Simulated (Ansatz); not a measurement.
Ansatz (a quantum-chemistry and plane-wave program) input:

Ansatz 0.2 input:
```yaml
crystal:
  periodic: [false, false, false]
  atoms:
    - {symbol: Ca, position_ang: [0.87413705, 0.35877650, 0.02251036]}
    - {symbol: F, position_ang: [1.00866498, 0.90144510, -1.78540131]}
    - {symbol: O, position_ang: [-0.83755803, -0.44733096, 0.46567781]}
    - {symbol: H, position_ang: [-1.09866209, -0.78356307, 1.32329920]}
basis:
  gaussian:
    orbitals: def2-TZVP
hamiltonian:
  xc: b3lyp
  dispersion: d3bj
relax: {f_tol: 0.002, max_steps: 150}
```

Question: Predict the final energy.

Answer: -853.48859 Eh (B3LYP-D3(BJ)/def2-TZVP). The basis has 104 functions. The run takes about 30 core-seconds (a rough figure).
